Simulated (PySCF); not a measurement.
## Broadened absorption spectrum of C2H6O2SSi

C2H6O2SSi.
SMILES: `CS[SiH2]OC=O`

Method used: TDDFT B3LYP/def2-SVPD, vertical, gas phase, core orbitals frozen in the response (PySCF 2.14.0, density-fitted response routines). Isolated species at its GFN2-xTB geometry (one conformer only). Torsions of this conformer, `[CH3:1][S:2][SiH2:3][O:4][CH:5]=[O:6]`: C1–S2–Si3–O4 180°, S2–Si3–O4–C5 180°, Si3–O4–C5–O6 0°.

Broadening: Gaussians 0.3 eV wide at half height, area fixed by f = 4.319×10⁻⁹ ∫ε dν̃. The cross-section is σ = 3.8235×10⁻²¹ ε cm², given in Mb (10⁻¹⁸ cm²). The width is an assumption, not a result. The curve ends short of the highest state used, and states not computed would add to its high-energy end.

E (eV), σ (Mb) and a bar:
```
     4.72       0.00 
     4.80       0.01 
     4.88       0.03 
     4.96       0.09 
     5.04       0.22 #
     5.12       0.37 ##
     5.20       0.50 ##
     5.28       0.76 ###
     5.36       1.39 ######
     5.44       2.19 ##########
     5.52       2.50 ###########
     5.60       2.00 #########
     5.67       1.32 ######
     5.75       0.88 ####
     5.83       1.07 #####
     5.91       2.07 #########
     5.99       3.90 ##################
     6.07       5.56 #########################
     6.15       5.58 #########################
     6.23       4.16 ###################
     6.31       3.30 ###############
     6.39       4.36 ####################
     6.47       6.26 ############################
     6.55       6.66 ##############################
```

(1) Where are the band maxima, and which computed states make them?

(2) On this curve, what absorbance would a 10⁻⁵ mol/L sample give at 222 nm over a 1 cm path?

(3) Coming from long wavelengths, where does ε first pass 100 L mol⁻¹ cm⁻¹?

(4) Does any computed singlet lie in the visible range?

## Answers

(1) 225 nm (5.51 eV), ε about 660, made up of S2 (99%); 203 nm (6.11 eV), ε about 1500, made up of S4 (99%); 190 nm (6.52 eV), ε about 1800, made up of S5 (100%) (ε in L mol⁻¹ cm⁻¹; maxima over ε = 5, shares over 10%). The states used: S1 5.17 eV (f 0.0011); S2 5.51 eV (f 0.0072); S3 5.83 eV (f 0.0013); S4 6.11 eV (f 0.017); S5 6.53 eV (f 0.020); S6 6.63 eV (f 0.0000); S7 7.09 eV (f 0.060); S8 7.15 eV (f 0.0017).

(2) 222 nm is 5.585 eV, where ε is about 560 L mol⁻¹ cm⁻¹, so A = ε c l ≈ 0.0056 (Beer–Lambert, with the gas-phase spectrum and the assumed width).

(3) At about 242 nm (5.13 eV), 0.04 eV below S1.

(4) No computed singlet lies in the visible range (380 to 750 nm); the lowest, at 240 nm, stands 1.91 eV above its violet end (3.26 eV).
